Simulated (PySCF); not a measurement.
**Static response to an electric field**

C3H9NOSi2.
Geometry (GFN2-xTB, Å), atoms numbered from 1 in this order:
```
atom  x, y, z in Å
O1    -2.7815   -0.8350   -0.2059
C2    -2.6438    0.3705   -0.2195
N3    -1.4625    0.9874   -0.1370
C4    -0.2588    0.2754   -0.0263
Si5   -0.4534   -1.6218   -0.0017
C6     0.8731    0.9795    0.0486
Si7    2.6300    0.3410    0.2006
H8    -3.5037    1.0544   -0.3022
H9    -1.4139    1.9995   -0.1546
H10    0.9477   -2.0774    0.1217
H11   -1.1182   -2.0670    1.2177
H12   -0.9151   -2.1210   -1.2920
H13    0.7795    2.0654    0.0176
H14    3.0061   -0.4656   -0.9609
H15    2.8174   -0.4093    1.4429
H16    3.4896    1.5330    0.2398
```

Level: PBE0/def2-SVPD (PySCF), static field, nuclei fixed, core orbitals frozen in the response. The polarisability tensor in these axes (au):

```
x   139.31   9.52   4.98
y     9.52 104.29   0.12
z     4.98   0.12  74.65
```

Q: Diagonalise the tensor; give its mean and Δα, where Δα² is half the sum of the squared differences of the eigenvalues.

A: Principal values 74.25, 101.91 and 142.08 au; mean 106.08 au = 15.72 Å³ = 17.49 × 10⁻⁴⁰ C²·m²/J; Δα = 59.07 au (56 % of the mean).

Q: What is the dipole moment, and where does it point?

A: (-0.84, 3.70, -0.15) D, 3.79 D in size, pointing from the negative to the positive side. Measured along this direction, the outermost atoms are H10 at the negative end and H9 at the positive end.

Q: What are the principal values of the traceless quadrupole moment, Θ = ½Σq(3rr − r²1), about the centre of nuclear charge?

A: -11.69, -2.04, 13.73 D·Å. The values depend on the origin, since the dipole doesn't vanish. The electronic extent ⟨r²⟩ about the same centre is 1414 bohr², a root-mean-square distance of 2.38 Å for the 70 electrons.

Q: Rayleigh depolarisation ratio (linearly polarised light, static tensor)?

A: ρ = 3Δα²/(45ᾱ² + 4Δα²) = 10468.8/(506391 + 13958.5) = 0.0201.

Q: Estimate the molar refractivity from the static electronic polarisability.

A: Lorentz–Lorenz: R = (4π/3)N_A α = 2.5225 cm³/(mol·Å³) × 15.72 Å³ = 39.7 cm³/mol, in the limit of long wavelengths.

Q: Form Σ f/ω² (atomic units) for the 8 lowest TDDFT singlets, given as eV and f, and set it beside the mean polarisability, which is this sum over all singlets: 5.19, 0.0007; 5.32, 0.4398; 6.05, 0.0000; 6.35, 0.0015; 6.36, 0.0022; 6.50, 0.0066; 6.65, 0.0004; 6.97, 0.0004.

A: They add up to 11.73 au, 11.1 % of the 106.08 au; the largest single term is 11.51 au, from the state at 5.32 eV. Terms in order: 0.02, 11.51, 0.00, 0.03, 0.04, 0.12, 0.01, 0.01 au. Higher excitations give the rest. The strengths listed sum to 0.452.

Geometry: GFN2-xTB, one conformer, isolated molecule.

The run behind these numbers computed excited states as well. Hardware: one thread, Arm Neoverse N1 (aarch64), shared host with 64 logical CPUs at a one-minute load of 57. Cost: 64 s of wall time, 0.85 GiB resident at most.
